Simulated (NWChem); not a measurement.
Program: NWChem. System: H$_{4}$FNOSi, charge 1, spin multiplicity 2, at the geometry of a parent with another charge or spin, in a state set for the comparison that need not be this species' ground state. Its SCF solution wasn't tested for a lower state.

Job file:

```
start mol
memory heap 200 mb stack 900 mb global 1100 mb
charge 1
geometry units angstroms nocenter noautoz noautosym
  N      1.548483    -0.172271    -0.466459
  Si     0.047422    -0.091956     0.325677
  O     -0.999519    -1.074476    -0.499469
  F     -0.652952     1.386006     0.322819
  H      1.635621    -0.176244    -1.476994
  H      2.422906     0.030606     0.003961
  H      0.238744    -0.426336     1.753895
  H     -1.927828    -0.813001    -0.484742
end
basis spherical
  * library 3-21g
end
dft
  xc xpbe96 cpbe96
  odft
  mult 2
  semidirect memsize 60000000 filesize 0
  iterations 100
end
task dft energy
```

The output up to the point where the run's verdict is printed (cleaned and shortened):

```
             Northwest Computational Chemistry Package (NWChem) 7.3.0
             --------------------------------------------------------

                                NWChem Input Module
                                -------------------

 Scaling coordinates for geometry "geometry" by  1.889725989
 (inverse scale =  0.529177249)

                             Geometry "geometry" -> ""
                             -------------------------

 Output coordinates in angstroms (scale by  1.889725989 to convert to a.u.)

  No.       Tag          Charge          X              Y              Z
 ---- ---------------- ---------- -------------- -------------- --------------
    1 N                    7.0000     1.54848300    -0.17227100    -0.46645900
    2 Si                  14.0000     0.04742200    -0.09195600     0.32567700
    3 O                    8.0000    -0.99951900    -1.07447600    -0.49946900
    4 F                    9.0000    -0.65295200     1.38600600     0.32281900
    5 H                    1.0000     1.63562100    -0.17624400    -1.47699400
    6 H                    1.0000     2.42290600     0.03060600     0.00396100
    7 H                    1.0000     0.23874400    -0.42633600     1.75389500
    8 H                    1.0000    -1.92782800    -0.81300100    -0.48474200

 Effective nuclear repulsion energy (a.u.)     184.9361718457

            Nuclear Dipole moment (a.u.)
            ----------------------------
        X                 Y               Z
 ---------------- ---------------- ----------------
     0.0000226767    -0.0000188973     0.0000075589


 Summary of "ao basis" -> "" (spherical)
 ------------------------------------------------------------------------------
       Tag                 Description            Shells   Functions and Types
 ---------------- ------------------------------  ------  ---------------------
 *                           3-21g                    on all atoms

  pbe96 is a nonlocal functional; adding pw91lda local functional.

                                 NWChem DFT Module
                                 -----------------
[...]
 d= 0,ls=0.5,diis    75   -518.2616331505  2.49D-06  7.30D-06  2.72D-04    32.3
                                                     3.11D-05  3.03D-04
 d= 0,ls=0.5,diis    76   -518.2616411850 -8.03D-06  7.45D-06  2.66D-04    32.8
                                                     3.46D-05  2.95D-04
 d= 0,ls=0.5,diis    77   -518.2616613171 -2.01D-05  1.97D-05  2.35D-04    33.3
                                                     4.51D-05  2.64D-04
 d= 0,ls=0.5,diis    78   -518.2616970154 -3.57D-05  1.70D-05  1.77D-04    34.0
                                                     4.85D-05  2.05D-04
 d= 0,ls=0.5,diis    79   -518.2617287009 -3.17D-05  1.47D-05  1.30D-04    34.5
                                                     5.10D-05  1.57D-04
 d= 0,ls=0.5,diis    80   -518.2617577184 -2.90D-05  1.09D-05  9.07D-05    35.1
                                                     4.34D-05  1.15D-04
 d= 0,ls=0.5,diis    81   -518.2617726296 -1.49D-05  6.70D-06  7.82D-05    35.6
                                                     4.14D-05  1.00D-04
 d= 0,ls=0.5,diis    82   -518.2617850797 -1.25D-05  9.98D-06  6.89D-05    36.0
                                                     3.83D-05  8.91D-05
 d= 0,ls=0.5,diis    83   -518.2617929852 -7.91D-06  2.39D-05  6.71D-05    36.4
                                                     3.46D-05  8.51D-05
 d= 0,ls=0.5,diis    84   -518.2617898878  3.10D-06  1.88D-05  8.53D-05    36.8
                                                     3.15D-05  1.01D-04
 d= 0,ls=0.5,diis    85   -518.2617872750  2.61D-06  8.40D-06  9.96D-05    37.3
                                                     2.99D-05  1.14D-04
 d= 0,ls=0.5,diis    86   -518.2617903813 -3.11D-06  1.79D-05  9.95D-05    37.7
                                                     2.86D-05  1.14D-04
 d= 0,ls=0.5,diis    87   -518.2617854127  4.97D-06  4.03D-06  1.18D-04    38.1
                                                     2.81D-05  1.30D-04
 d= 0,ls=0.5,diis    88   -518.2617907114 -5.30D-06  4.54D-06  1.11D-04    38.6
                                                     2.92D-05  1.25D-04
 d= 0,ls=0.5,diis    89   -518.2617987948 -8.08D-06  6.12D-06  9.96D-05    39.0
                                                     3.09D-05  1.14D-04
 d= 0,ls=0.5,diis    90   -518.2618081694 -9.37D-06  4.54D-06  8.71D-05    39.4
                                                     2.86D-05  1.01D-04
 d= 0,ls=0.5,diis    91   -518.2618129571 -4.79D-06  3.49D-05  8.42D-05    39.8
                                                     5.10D-05  9.82D-05
 d= 0,ls=0.5,diis    92   -518.2618354159 -2.25D-05  1.54D-05  4.94D-05    40.3
                                                     4.11D-05  6.30D-05
 d= 0,ls=0.5,diis    93   -518.2618469040 -1.15D-05  8.13D-06  3.79D-05    40.7
                                                     3.39D-05  4.95D-05
 d= 0,ls=0.5,diis    94   -518.2618524570 -5.55D-06  8.81D-06  3.61D-05    41.1
                                                     3.33D-05  4.63D-05
 d= 0,ls=0.5,diis    95   -518.2618579647 -5.51D-06  6.85D-06  3.33D-05    41.7
                                                     3.34D-05  4.24D-05
 d= 0,ls=0.5,diis    96   -518.2618644464 -6.48D-06  1.51D-05  2.73D-05    42.1
                                                     3.04D-05  3.56D-05
 d= 0,ls=0.5,diis    97   -518.2618649661 -5.20D-07  1.78D-05  3.33D-05    42.6
                                                     2.84D-05  4.06D-05
 d= 0,ls=0.5,diis    98   -518.2618625018  2.46D-06  8.69D-06  4.42D-05    43.0
                                                     2.67D-05  5.07D-05
 d= 0,ls=0.5,diis    99   -518.2618631754 -6.74D-07  9.23D-06  4.69D-05    43.4
                                                     2.59D-05  5.34D-05
 d= 0,ls=0.5,diis   100   -518.2618627687  4.07D-07  8.81D-06  5.20D-05    43.8
                                                     2.84D-05  5.82D-05
```

The run did not converge; its last values are not results. The next line reads: Calculation failed to converge. NWChem stopped with the message: dft energy failed.
